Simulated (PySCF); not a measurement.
## Worked example: chemical shift, span and skew from a shielding tensor

C4H4BrCl, SMILES ClCC=C=CBr. Atoms are numbered in the order given.

```xyz
10

Cl    -3.7606    -0.8501     0.5918
C     -2.4264     0.1798    -0.0225
C     -1.2949    -0.6564    -0.5222
C     -0.0749    -0.5816    -0.0486
C      1.1354    -0.4969     0.4292
Br     2.4249     0.7036    -0.2559
H     -2.1095     0.8411     0.7934
H     -2.8518     0.7879    -0.8338
H     -1.5176    -1.3618    -1.3334
H      1.5008    -1.1109     1.2564
```

Coordinates come from a PBE0-D3(BJ)/def2-SVP optimisation. The structure was generated by enumeration; whether it is a known compound was not checked. The values are those of a single conformer.

GIAO shieldings from PBE/pcSseg-1 in PySCF, non-relativistic, no solvent. The symmetric part of the tensor of C2 has the principal values 102.2, 129.6, 155.8 ppm. The same nucleus in TMS has σ = 182.0 ppm at this level (PySCF, at its B3LYP-D3(BJ)/def2-TZVP geometry). Without spin–orbit terms, shifts of atoms bonded to Cl or Br come out too high.

Work out the isotropic shielding, the ¹³C shift against TMS, the span and the skew.


σ(iso) = (σ11 + σ22 + σ33)/3 = 129.2 ppm. δ = σ(ref) − σ(iso) = 182.0 − (129.2) = 52.8 ppm.
Span Ω = σ33 − σ11 = 53.6 ppm. Skew κ = 3(σ(iso) − σ22)/Ω = -0.02. Tumbling in solution averages the tensor to δ; in a static solid the shielding alone would spread this spin-1/2 line over Ω.
